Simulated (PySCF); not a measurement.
A structure optimised at PBE-D3(BJ)/def2-SVP, used in a PySCF frequency run:

```xyz
5

Ir     0.0000     0.0000     0.1318
O      0.6901     0.0000    -1.6611
O     -0.6901     0.0000    -1.6611
O      0.0000    -1.4370     1.0266
O      0.0000     1.4370     1.0266
```
Charge +1, spin multiplicity 1.

### Question
Write its SMILES, formula and point group.

### Answer
[O]=[Ir+]1(=[O])[O][O]1, IrO4, C2v

### Question
What are its rotational constants (standard atomic weights)?

### Answer
6.2150, 3.5971, 2.6414 GHz
